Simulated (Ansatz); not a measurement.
One change: `C=CCCCCC` becomes `CCCCCCCCO`.

Ansatz, PBE0-D4/def2-TZVP geometries, multiplicity 1. Each molecule was computed in one conformer, which needn't be the lowest.

| property | `C=CCCCCC` |
| --- | --- |
| HOMO–LUMO gap (PBE0/def2-TZVPP) / eV | 7.69 |
| LUMO energy (PBE0/def2-TZVPP) / eV | 0.36 |
| HOMO energy (B3LYP/def2-TZVPP) / eV | -7.12 |
| size of the dipole moment (B3LYP/def2-TZVPP) / D | 0.34 |
| size of the dipole moment (PBE/def2-TZVPP) / D | 0.35 |
| HOMO–LUMO gap (ωB97M-V/def2-TZVPP) / eV | 11.95 |

Q: Give the same properties after the change, and the shifts. (Best estimate.)

A: The calculation gave: 
```
                                        property  `CCCCCCCCO`  shift
            HOMO–LUMO gap (PBE0/def2-TZVPP) / eV         8.70   1.01
              LUMO energy (PBE0/def2-TZVPP) / eV         0.98   0.62
             HOMO energy (B3LYP/def2-TZVPP) / eV        -7.49  -0.37
size of the dipole moment (B3LYP/def2-TZVPP) / D         1.56   1.22
  size of the dipole moment (PBE/def2-TZVPP) / D         1.47   1.12
         HOMO–LUMO gap (ωB97M-V/def2-TZVPP) / eV        12.53   0.58
```

With PBE0 the HOMO falls by 0.38 eV and the LUMO rises by 0.62 eV, so the gap widens by about 1.00 eV. PBE moves the HOMO by 0.12 eV and ωB97M-V by -0.55 eV. Dipoles are sizes alone; their direction can turn.

B3LYP here is the variant with VWN-RPA as its local correlation; programs differ in this.
